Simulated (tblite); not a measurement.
Species: CH6BBrSi.
Numbering: `[CH3:1][BH:2][SiH2:3][Br:4]` (hydrogens: H5, H6, H7 on C1; H8 on B2; H9, H10 on Si3)

Computed with GFN2-xTB (tblite), gas phase: L-BFGS steps from a force-field or distance-geometry start until the largest atomic force falls under 0.01 eV/Å.

Step 57: E = -333.8979 eV
```
atom  x, y, z in Å  |  force x, y, z in eV/Å
C1      1.4720    0.1545    0.3636   -0.005  -0.009  -0.006
B2      0.3633   -0.7388   -0.2851   -0.001   0.018  -0.018
Si3    -1.4986   -0.1505   -0.1593   -0.012  -0.009   0.012
Br4    -1.6164    1.9760   -0.8993    0.004   0.006   0.008
H5      1.5148    1.1086   -0.1682    0.026   0.014  -0.024
H6      1.2266    0.4299    1.3899    0.011   0.009   0.040
H7      2.4754   -0.2641    0.3586    0.008  -0.009  -0.008
H8      0.6630   -1.7215   -0.8529   -0.005  -0.004   0.005
H9     -2.5491   -0.7730   -0.9675    0.004  -0.016  -0.003
H10    -2.0420   -0.0164    1.1976   -0.029   0.000  -0.007
```

Step 58: E = -333.8979 eV
```
atom  x, y, z in Å  |  force x, y, z in eV/Å
C1      1.4718    0.1547    0.3635   -0.001  -0.001  -0.001
B2      0.3633   -0.7388   -0.2854    0.001   0.018  -0.013
Si3    -1.4984   -0.1506   -0.1595   -0.019  -0.007   0.011
Br4    -1.6164    1.9768   -0.8974    0.004   0.003   0.009
H5      1.5157    1.1082   -0.1701    0.024   0.004  -0.015
H6      1.2260    0.4318    1.3897    0.014   0.006   0.023
H7      2.4752   -0.2646    0.3594    0.002  -0.006  -0.006
H8      0.6629   -1.7223   -0.8518   -0.005  -0.003   0.004
H9     -2.5491   -0.7726   -0.9685    0.007  -0.014  -0.001
H10    -2.0420   -0.0179    1.1977   -0.028  -0.001  -0.010
```

Step 59: E = -333.8982 eV
```
atom  x, y, z in Å  |  force x, y, z in eV/Å
C1      1.4723    0.1556    0.3630    0.011   0.018   0.009
B2      0.3628   -0.7373   -0.2856    0.012   0.018   0.002
Si3    -1.4983   -0.1509   -0.1599   -0.049   0.000   0.005
Br4    -1.6179    1.9788   -0.8931    0.003  -0.005   0.012
H5      1.5208    1.1076   -0.1751    0.018  -0.022   0.009
H6      1.2263    0.4365    1.3897    0.023  -0.001  -0.025
H7      2.4747   -0.2674    0.3607   -0.014   0.004  -0.001
H8      0.6614   -1.7231   -0.8482    0.000  -0.006  -0.002
H9     -2.5489   -0.7726   -0.9712    0.020  -0.005   0.007
H10    -2.0443   -0.0226    1.1972   -0.024   0.000  -0.016
```

Step 60: E = -333.8985 eV
```
atom  x, y, z in Å  |  force x, y, z in eV/Å
C1      1.4736    0.1570    0.3622    0.019   0.028   0.017
B2      0.3623   -0.7351   -0.2848    0.018   0.015   0.010
Si3    -1.4988   -0.1512   -0.1601   -0.069   0.006   0.002
Br4    -1.6196    1.9805   -0.8878    0.002  -0.008   0.013
H5      1.5279    1.1068   -0.1805    0.011  -0.041   0.026
H6      1.2275    0.4422    1.3887    0.031  -0.003  -0.058
H7      2.4743   -0.2713    0.3620   -0.025   0.013   0.004
H8      0.6593   -1.7231   -0.8438    0.005  -0.011  -0.008
H9     -2.5482   -0.7725   -0.9742    0.029   0.000   0.009
H10    -2.0493   -0.0286    1.1958   -0.020   0.002  -0.016
```

Problem. Estimate the geometry and energy of step 61. (The exact step hangs on the optimiser's Hessian estimate; all steps are aligned on step 60, rigid shifts and turns removed.)

Solution. E = -333.8991 eV, largest force 0.099 eV/Å
```
atom  x, y, z in Å  |  force x, y, z in eV/Å
C1      1.4764    0.1602    0.3595    0.025   0.035   0.026
B2      0.3614   -0.7315   -0.2816    0.018   0.007   0.012
Si3    -1.5005   -0.1525   -0.1599   -0.083   0.013   0.000
Br4    -1.6207    1.9838   -0.8730   -0.002  -0.006   0.014
H5      1.5428    1.1037   -0.1944    0.001  -0.066   0.048
H6      1.2288    0.4575    1.3832    0.042  -0.003  -0.090
H7      2.4729   -0.2790    0.3668   -0.036   0.029   0.009
H8      0.6557   -1.7236   -0.8342    0.012  -0.018  -0.015
H9     -2.5466   -0.7703   -0.9815    0.036   0.001   0.004
H10    -2.0612   -0.0436    1.1926   -0.014   0.007  -0.007
```

The energy changes by -0.0006 eV. The first-order estimate −F·Δx gives -0.0008 eV and the mean of the old and new forces, exact on a quadratic surface, -0.0006 eV. The step makes an angle of 81° with the force vector and moves no atom by more than 0.021 Å.

The cost below is that of the whole relaxation. Time: 0.84 s of wall time. Hardware: one thread of an Arm Neoverse N1 (shared host).
